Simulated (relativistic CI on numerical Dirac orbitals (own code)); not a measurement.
# Mo5+: L-alpha,beta X-ray emission

Computed with this model: Dirac-Coulomb-Breit CI, orbitals from a KLI potential per configuration, model QED, multiplet model of X-ray emission after core ionisation, unscaled Slater integrals; configurations [Kr] 4d → [He] 2s2 2p5 3s2 3p6 3d10 4s2 4p6 4d → [Ar] 3d9 4s2 4p6 4d; 300 K; Lorentzian 1.4 eV and Gaussian 0.6 eV FWHM. Energies are those of the free ion, without screening or charge transfer. S is read from ⟨S²⟩ = S(S + 1).

free ion: ground-state S = 0.50, centroid 2330.09 eV. Peaks (eV, height): 2295.6 (100), 2397.6 (51).

Strongest unbroadened transitions for free ion:

```tsv
Energy (eV)	Relative strength
2292.69	14.0
2295.11	6.9
2295.12	5.7
2295.22	10.1
2295.32	11.1
2295.40	43.1
2295.44	26.2
2295.87	100.0
2295.88	18.4
2296.60	9.9
2296.86	13.4
2385.26	5.0
2396.52	24.5
2397.41	24.5
2397.68	64.4
2398.24	14.2
2398.90	10.4
2399.91	4.9
```
